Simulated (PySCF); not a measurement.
Geometry:
| atom | x (Å) | y (Å) | z (Å) |
| --- | --- | --- | --- |
| N1 | -0.051 | 1.582 | -2.685 |
| C2 | 0.518 | 1.314 | -1.713 |
| C3 | 1.170 | 0.944 | -0.466 |
| C4 | 1.087 | -0.536 | -0.020 |
| C5 | 0.869 | -0.058 | 1.424 |
| C6 | 0.493 | 1.345 | 0.881 |
| Si7 | -1.358 | 1.688 | 0.797 |
| O8 | -2.088 | 0.472 | -0.060 |
| Si9 | -2.951 | 0.115 | -1.439 |
| H10 | 2.214 | 1.294 | -0.503 |
| H11 | 1.963 | -1.164 | -0.238 |
| H12 | 0.187 | -1.014 | -0.429 |
| H13 | 1.805 | -0.034 | 2.002 |
| H14 | 0.113 | -0.597 | 2.015 |
| H15 | 0.971 | 2.200 | 1.390 |
| H16 | -1.887 | 1.691 | 2.194 |
| H17 | -1.613 | 3.010 | 0.150 |
| H18 | -2.151 | -0.811 | -2.289 |
| H19 | -4.214 | -0.568 | -1.031 |
| H20 | -3.283 | 1.362 | -2.186 |

- PBE0/pcSseg-1 with gauge-including orbitals
- PBE0-D3(BJ)/def2-SVP structure
- run in PySCF 2.14
- isolated molecule, non-relativistic, one computed conformer, fast rotation and ring inversion assumed for equivalent nuclei

δ = σ(ref) − σ, references computed at the same level: 13C vs TMS.

**Question.** Do the 13C shifts follow the atomic charges (in e)? Tabulate both.

**Answer.** 
| atoms | hybridisation | δ (ppm) | σ para (ppm) | Hirshfeld | IAO | Mulliken | ESP-fitted |
| --- | --- | --- | --- | --- | --- | --- | --- |
| C2 | sp | 127.8 | -206 | +0.09 | +0.13 | +0.14 | +0.29 |
| C4 | sp3 | 28.2 | -92 | -0.06 | -0.24 | -0.14 | -0.02 |
| C6 | sp3 | 26.2 | -100 | -0.11 | -0.40 | -0.50 | -0.16 |
| C3 | sp3 | 23.6 | -94 | -0.00 | -0.15 | -0.25 | -0.11 |
| C5 | sp3 | 22.7 | -88 | -0.06 | -0.25 | -0.18 | -0.23 |

Correlation coefficients of δ with charge over these carbons: Hirshfeld +0.86, IAO +0.88, Mulliken +0.79, ESP-fitted +0.94; with the paramagnetic shielding -1.00. Among the 4 sp3 carbons alone: Hirshfeld -0.39, IAO -0.37, Mulliken -0.08, ESP-fitted +0.79. With so few points, grouped by hybridisation, these coefficients are fragile. Charge is one influence among several: hybridisation and low-lying excitations act through the paramagnetic term.

Shifts are as computed. Against solution values, carbons near 30 ppm lie about +2 ppm off and those near 130 ppm about +5 ppm. Of 1211 compounds with measured shifts, 218 miss one by over three times the rms of a fit or turn the order of signals round; such compounds aren't used in these exercises.
